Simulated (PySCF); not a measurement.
1-chloro-1-methylcyclopropane (C4H7Cl), SMILES CC1(Cl)CC1. Geometry: PBE0-D3(BJ)/def2-SVP.

These are PBE0-D3(BJ)/def2-SVP (PySCF) values and carry that method's errors.

Harmonic wavenumbers (cm⁻¹): 244, 312, 313, 331, 398, 578, 769, 851, 875, 948, 948, 1031, 1073, 1082, 1124, 1171, 1227, 1345, 1409, 1421, 1449, 1466, 1501, 3059, 3151, 3154, 3161, 3161, 3252, 3260. Rotational constants (GHz): 5.706, 3.476, 2.654; symmetry number 1.

Work out the zero-point energy and the ideal-gas rigid-rotor harmonic-oscillator thermochemistry at 298.15 K and 1 atm.

ZPE = ½ Σ hcν = ½ × 44063 cm⁻¹ = 62.99 kcal/mol. H − E(el) = 67.03 kcal/mol. Entropy in cal/(mol K): translation 39.42, rotation 26.22, vibration 8.43, total 74.07. G − E(el) = 44.94 kcal/mol. Cp = 22.07 cal/(mol K).
